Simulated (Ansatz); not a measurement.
Molecule: C$_{2}$H$_{8}$BSi, net charge 0, doublet state. It need not be the lowest isomer of its formula. SMILES: CB(C)[SiH2]
Structure (B3LYP-D3(BJ)/def2-TZVP (Ansatz, an electronic-structure program) minimum search):
```xyz
12

C     -0.6218     1.6488     0.5190
B     -0.4039     0.1420     0.1241
C     -1.6128    -0.8632     0.1678
Si     1.3679    -0.4809    -0.4205
H     -1.5319     2.0489     0.0589
H     -0.7939     1.7014     1.6022
H      0.2041     2.3236     0.2909
H     -2.3004    -0.6136    -0.6511
H     -1.3570    -1.9183     0.0635
H     -2.1958    -0.7384     1.0869
H      2.5598     0.3904    -0.5412
H      1.6911    -1.8848    -0.7654
```
Charge 0, spin multiplicity 2.

Wanted: atomisation energy (electronic, to ground-state atoms), in kJ/mol. Cores are frozen in the correlated levels unless marked. UHF or UKS for open shells. Spin-orbit coupling is left out. No relativistic terms. The coupled-cluster limit lacks core correlation, which all-electron functionals hold. CBS marks a two-point X^-3 extrapolation of the correlation energy; Hartree-Fock from the larger set.

```csv
level,program,atomisation energy (kJ/mol),minus last row
PBE0/def2-TZVP,Ansatz,4254.3,18.4
r2SCAN0-D4/def2-TZVPD,Ansatz + dftd4,4251.8,15.9
LC-wPBE-D4/def2-TZVPD,Ansatz + dftd4,4266.4,30.5
SCS-MP2/cc-pV(D+d)Z,Ansatz,3957.1,-278.8
CCSD/cc-pV(T+d)Z,Ansatz,4103.9,-132.0
CCSD(T)/cc-pV(T+d)Z,Ansatz,4146.1,-89.8
"CCSD(T)/CBS(cc-pV(T+d)Z,cc-pV(Q+d)Z)",Ansatz,4235.9,0.0
```
